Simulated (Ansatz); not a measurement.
`C[Si]1(Cl)CS1` + `[NH]=[V]([NH2])([NH2])[NH2]` → `C[N]=[V]([NH2])([NH2])[NH2]` + `Cl[SiH]1CS1`  (substitution at a C–Si bond)

Calculated with Ansatz (gas phase, PBE0-D4/def2-TZVP geometries, no zero-point term in ΔE). CBS: MP2 limit from def2 TZ/QZ plus the TZ coupled-cluster correction, frozen cores. DFT in def2-TZVPP. B3LYP here is the variant with VWN-RPA as its local correlation; programs differ in this. For V outer-core shells are correlated without core-valence functions, which leaves a few kJ/mol of doubt a bond. Scalar relativity is left out up to krypton. Each species was taken in one conformer, which may not be the lowest.

```json
{"level": "PBE-D4", "ΔE (kcal/mol)": "12.9", "difference from CCSD(T)/CBS": "-0.8"}
{"level": "r2SCAN-D4", "ΔE (kcal/mol)": "14.1", "difference from CCSD(T)/CBS": "0.4"}
{"level": "PBE0-D4", "ΔE (kcal/mol)": "13.6", "difference from CCSD(T)/CBS": "-0.1"}
{"level": "B3LYP-D4", "ΔE (kcal/mol)": "13.2", "difference from CCSD(T)/CBS": "-0.5"}
{"level": "ωB97X-V", "ΔE (kcal/mol)": "14.1", "difference from CCSD(T)/CBS": "0.4"}
{"level": "ωB97M-V", "ΔE (kcal/mol)": "15.4", "difference from CCSD(T)/CBS": "1.7"}
{"level": "B2PLYP", "ΔE (kcal/mol)": "11.3", "difference from CCSD(T)/CBS": "-2.4"}
{"level": "PBE", "ΔE (kcal/mol)": "12.3", "difference from CCSD(T)/CBS": "-1.4"}
{"level": "r2SCAN", "ΔE (kcal/mol)": "14.0", "difference from CCSD(T)/CBS": "0.3"}
{"level": "PBE0", "ΔE (kcal/mol)": "13.1", "difference from CCSD(T)/CBS": "-0.6"}
{"level": "B3LYP", "ΔE (kcal/mol)": "12.3", "difference from CCSD(T)/CBS": "-1.4"}
{"level": "HF/def2-TZVPP", "ΔE (kcal/mol)": "13.7", "difference from CCSD(T)/CBS": "0.0"}
{"level": "MP2/def2-TZVPP", "ΔE (kcal/mol)": "8.6", "difference from CCSD(T)/CBS": "-5.1"}
{"level": "SCS-MP2/def2-TZVPP", "ΔE (kcal/mol)": "8.8", "difference from CCSD(T)/CBS": "-4.9"}
{"level": "CCSD/def2-TZVPP", "ΔE (kcal/mol)": "13.9", "difference from CCSD(T)/CBS": "0.2"}
{"level": "CCSD(T)/def2-TZVPP", "ΔE (kcal/mol)": "13.5", "difference from CCSD(T)/CBS": "-0.2"}
{"level": "HF/def2-QZVPP", "ΔE (kcal/mol)": "13.7", "difference from CCSD(T)/CBS": "0.0"}
{"level": "MP2/def2-QZVPP", "ΔE (kcal/mol)": "8.7", "difference from CCSD(T)/CBS": "-5.0"}
{"level": "SCS-MP2/def2-QZVPP", "ΔE (kcal/mol)": "9.0", "difference from CCSD(T)/CBS": "-4.7"}
{"level": "HF/CBS(def2)", "ΔE (kcal/mol)": "13.7", "difference from CCSD(T)/CBS": "0.0"}
{"level": "MP2/CBS(def2)", "ΔE (kcal/mol)": "8.8", "difference from CCSD(T)/CBS": "-4.9"}
{"level": "CCSD/CBS(def2)", "ΔE (kcal/mol)": "14.1", "difference from CCSD(T)/CBS": "0.4"}
{"level": "CCSD(T)/CBS", "ΔE (kcal/mol)": "13.7", "difference from CCSD(T)/CBS": "0"}
```

Largest T1 diagnostic among the species: 0.032, so the coupled-cluster value is less sure than usual.

The D4 term adds +0.9 kcal/mol with B3LYP and +0.5 kcal/mol with PBE0; it sums over pairs of atoms, weighted by their polarisabilities, and B3LYP, whose exchange is more repulsive, gets the larger term. From PBE to PBE0 (25 % exact exchange), in def2-TZVPP and without D4, ΔE moves by +0.8 kcal/mol.
